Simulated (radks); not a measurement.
Task: The tin anion Sn4-, [Xe], held by a Watson sphere: a shell of charge +4 at radius R that stands for the Madelung well of a crystal (potential energy -4/R inside, -4/r outside, in hartree with lengths in bohr). Calculated with a radial shooting solver on a logarithmic mesh with Libxc functionals: scalar-relativistic Kohn-Sham, PBE, spin-polarised, spherical densities, finite nucleus; Fermi nuclear charge, rms radius of each element as measured or else 0.836 A^(1/3) + 0.57 fm. Response by self-consistent Sternheimer equations with the Hartree and adiabatic LDA kernel, the relativistic mass of each level held fixed and spin-orbit coupling left out. The sphere does not respond.

R (bohr)  e(4d) (eV)  e(5s) (eV)  e(5p) (eV)  <r> 5p (bohr)  sum of <r^2> (bohr^2)  X-ray form factor at sin(theta)/lambda = 0.1 1/angstrom  alpha (bohr^3)
2.8          -25.575     -13.145      -6.549          3.010                  99.49                                                   48.228           63.72
3.45         -24.145     -11.279      -5.529          3.362                  116.7                                                   47.658           99.94
3.97         -23.632     -10.192      -4.813          3.651                  131.9                                                   47.256           143.2
5.42         -23.154      -8.541      -3.404          4.491                  182.1                                                   46.465           365.4
5.93         -23.121      -8.287      -3.080          4.793                  202.8                                                   46.303           489.1

Estimate the row for R = 5.62 bohr.

Result: e(4d) (eV) -23.136; e(5s) (eV) -8.427; e(5p) (eV) -3.269; <r> 5p (bohr) 4.609; sum of <r^2> (bohr^2) 190.0; X-ray form factor at sin(theta)/lambda = 0.1 1/angstrom 46.395; alpha (bohr^3) 410.8.
